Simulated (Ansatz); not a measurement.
Reaction (formal exchange of groups at a W–O bond): `[CH3][W](=[O])(=[O])[OH]` + CH₄ → `[CH3][W]([CH3])(=[O])=[O]` + H₂O

Calculated with Ansatz (gas phase, PBE0-D4/def2-TZVP geometries, no zero-point term in ΔE). CCSD(T)/CBS adds triple-zeta CCSD(T) − MP2 to the extrapolated MP2 energy (def2 sets, frozen cores). This one scheme is used for every species. DFT in def2-TZVPP. B3LYP here is the variant with VWN-RPA as its local correlation; programs differ in this. HSE06 is defined as in plane-wave codes. def2 core potentials past Kr. For W outer-core shells are correlated without core-valence functions, which leaves a few kJ/mol of doubt a bond. One conformer a species, not always the lowest.

`[CH3][W](=[O])(=[O])[OH]`:

```xyz
9

C     1.193    0.109    0.651
W    -0.433    0.017   -0.690
O    -0.728    1.630   -1.151
O     0.142   -0.870   -2.027
O    -1.887   -0.821    0.157
H     2.058    0.568    0.168
H     0.922    0.705    1.527
H     1.465   -0.902    0.967
H    -2.732   -0.437    0.400
```

CH₄:

```xyz
5

C     0.000    0.000    0.000
H    -0.826   -0.041   -0.710
H     0.640   -0.871   -0.136
H    -0.394    0.006    1.016
H     0.580    0.907   -0.170
```

`[CH3][W]([CH3])(=[O])=[O]`:

```xyz
11

C     1.710    0.015   -0.540
W    -0.391   -0.091   -0.686
C    -1.339    0.071    1.191
O    -0.929    1.185   -1.675
O    -0.811   -1.587   -1.377
H     2.076   -0.806    0.087
H     2.197   -0.060   -1.515
H     1.997    0.971   -0.089
H    -2.427    0.010    1.112
H    -0.999   -0.742    1.843
H    -1.084    1.033    1.649
```

H₂O:

Cartesian coordinates in Å:
```
O 0.042 -0.268 -0.280
H 0.655 -0.063 0.429
H -0.697 0.331 -0.150
```

```tsv
level	ΔE (kcal/mol)	difference from CCSD(T)/CBS
LDA (SPW92)	31.3	1.5
PBE-D4	30.9	1.1
revPBE-D4	30.7	0.9
BLYP-D4	32.8	3.0
B97M-V	33.6	3.8
PBE0-D4	30.5	0.7
r2SCANh-D4	32.2	2.4
r2SCAN0-D4	31.7	1.9
HSE06-D4	30.4	0.6
BHLYP-D4	32.6	2.8
CAM-B3LYP-D4	33.5	3.7
ωB97X-V	32.5	2.7
ωB97M-V	31.7	1.9
B2PLYP	32.6	2.8
PBE	31.4	1.6
revPBE	31.4	1.6
r2SCAN	32.8	3.0
PBE0	31.0	1.2
B3LYP	33.3	3.5
r2SCANh	32.4	2.6
r2SCAN0	31.9	2.1
HSE06	30.9	1.1
BHLYP	33.4	3.6
CAM-B3LYP	34.0	4.2
LC-ωPBE	32.6	2.8
RPA@PBE/def2-TZVPP	30.1	0.3
MP2/def2-SVP	34.6	4.8
CCSD/def2-SVP	34.4	4.6
CCSD(T)/def2-SVP	34.6	4.8
HF/def2-TZVPP	34.2	4.4
MP2/def2-TZVPP	30.1	0.3
SCS-MP2/def2-TZVPP	31.1	1.3
CCSD/def2-TZVPP	30.5	0.7
CCSD(T)/def2-TZVPP	30.3	0.5
HF/def2-QZVPP	33.9	4.1
MP2/def2-QZVPP	29.7	-0.1
SCS-MP2/def2-QZVPP	30.6	0.8
HF/CBS(def2)	33.9	4.1
MP2/CBS(def2)	29.6	-0.2
CCSD/CBS(def2)	30.0	0.2
CCSD(T)/CBS	29.8	0
```

Largest T1 diagnostic among the species: 0.023, so the coupled-cluster value is less sure than usual.

From r2SCAN to r2SCAN0 (25 % exact exchange), in def2-TZVPP and without D4, ΔE moves by −0.9 kcal/mol. At CCSD(T), def2-SVP lies +4.8 kcal/mol from the extrapolated value and def2-TZVPP +0.5 kcal/mol.
